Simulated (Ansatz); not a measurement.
Geometry optimisation, Ansatz 0.2.0, RKS PBE0-D4/def2-SVP.

The input (input.yaml):

```yaml
crystal:
  periodic: [false, false, false]
  atoms:
    - { symbol: "N", position_ang: [-0.8656, 0.0912, -0.6077] }
    - { symbol: Sb, position_ang: [-0.0036, -0.1995, 1.2327] }
    - { symbol: F, position_ang: [0.8023, -1.8886, 0.569] }
    - { symbol: H, position_ang: [-1.1304, 1.1499, -0.6385] }
    - { symbol: H, position_ang: [-0.1708, 0.0196, -1.3648] }
    - { symbol: H, position_ang: [1.4102, 0.7632, 0.7631] }
basis:
  gaussian: { orbitals: def2-SVP }
hamiltonian:
  xc: pbe0
  dispersion: d4
relax:
  f_tol: 0.015
  max_steps: 40
```

Launched with:

```bash
$ ansatz run input.yaml --threads 1 --pin off --max-ram 2048MiB --backend cpu --events-out ev --progress --plain --runs-dir out
```

Question: Where does it end, and by what steps?

Answer: The forces met the threshold. After 12 steps the energy has fallen by 0.457 eV; H4 moved furthest, 0.91 Å.

| step | energy less start (eV) | largest force component (eV/Å) | accepted |
| --- | --- | --- | --- |
| 0 | 0.0000 | 2.580 | yes |
| 1 | -0.1400 | 0.836 | yes |
| 2 | -0.2085 | 0.486 | yes |
| 3 | -0.2487 | 0.376 | yes |
| 4 | -0.2588 | 1.207 | yes |
| 5 | -0.3322 | 0.706 | yes |
| 6 | -0.3681 | 0.596 | yes |
| 7 | -0.4266 | 0.476 | yes |
| 8 | -0.2877 | 2.613 | no |
| 9 | -0.4541 | 0.112 | yes |
| 10 | -0.4564 | 0.063 | yes |
| 11 | -0.4570 | 0.024 | yes |
| 12 | -0.4572 | 0.013 | yes |

```xyz
6
Properties=species:S:1:pos:R:3
N -0.627 0.611 -0.569
Sb 0.126 -0.047 1.184
F 0.525 -1.911 0.743
H -1.603 0.381 -0.736
H -0.082 0.418 -1.406
H 1.704 0.484 0.737
```

The run took 38 s on 1 CPU thread of a shared host.
